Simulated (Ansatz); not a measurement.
Consider the hydrogenolysis of a C–C bond: `F/C=C/C(F)=C\F` + H₂ → `F/C=C/F` + `C=CF`.

Gas-phase electronic energies from Ansatz, PBE0-D4/def2-TZVP geometries. CBS: MP2 limit from def2 TZ/QZ plus the TZ coupled-cluster correction, frozen cores. This one scheme is used for every species. Double bonds are as drawn, so ΔE can hold a change between cis and trans. DFT in def2-TZVPP. Each species was taken in one conformer, which may not be the lowest.

```tsv
level	ΔE (kcal/mol)
PBE	-3.9
r2SCAN	-2.8
HF/def2-QZVPP	-11.7
SCS-MP2/def2-QZVPP	-5.9
```

Question: What does CCSD(T)/CBS give? (An estimate is asked.)

Answer: The calculation gave: -5.8 kcal/mol. The listed levels differ from it by 1.9, 3.0, -5.9, -0.1 kcal/mol.

Largest T1 diagnostic among the species: 0.013.

From PBE to PBE0 (25 % exact exchange), in def2-TZVPP and without D4, ΔE moves by −1.4 kcal/mol. At CCSD(T), def2-SVP lies +1.5 kcal/mol from the extrapolated value and def2-TZVPP +0.0 kcal/mol. Leaving LDA and LC-ωPBE aside and taking each functional with its dispersion term where it has one, the values, not all of them listed here, spread over 4.8 kcal/mol, from BHLYP-D4 to revPBE-D4. LDA lies +3.8 kcal/mol from PBE without D4.
